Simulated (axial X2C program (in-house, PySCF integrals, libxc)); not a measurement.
**AlHg along the bond: PBE0, 2c**

Calculated with an in-house relativistic program for diatomic molecules. Two-component (2c) means X2C with spin–orbit coupling and atomic mean-field two-electron Coulomb and Gaunt terms. Basis: Hg dyall-cv3z [13s14p9d6f4g], Al dyall-v3z [8s8p2d1f] (cores contracted in-house); Gaussian nuclei, density fitting, unrestricted open shells. Masses: Hg 201.971 u, Al 26.982 u.

State: Ω = 1/2 (⟨Sz⟩ = -0.45, ⟨Lz⟩ = 0.95 at PBE0). Dipoles are positive if Al is the positive end.

Results along the bond:

```
R (Å)   μ (D)  HOMO (eV)  LUMO (eV)
2.345  -0.236      -4.30      -2.57
2.453  -0.188      -4.22      -2.53
2.534  -0.157      -4.17      -2.50
2.615  -0.132      -4.12      -2.47
2.696  -0.113      -4.08      -2.45
2.790  -0.099      -4.04      -2.42
2.885  -0.095      -4.00      -2.40
3.006  -0.102      -3.96      -2.37
3.154  -0.122      -3.93      -2.34
3.370  -0.161      -3.89      -2.30
```

The state is one determinant whose occupation by symmetry is held fixed; it was picked as the lowest of a PBE0 search that is not exhaustive. Density functionals use the spin component along the axis (collinear). Other states lie close and PBE0, whose exact exchange favours high spin, may order them wrongly; the determinant shown need not be the ground state. The nearest other 2c determinant of the search, Ω = 3/2, lies 0.14 eV up at the distance of the search. The functionals have no current-density term, which raises determinants with orbital currents, atoms included.
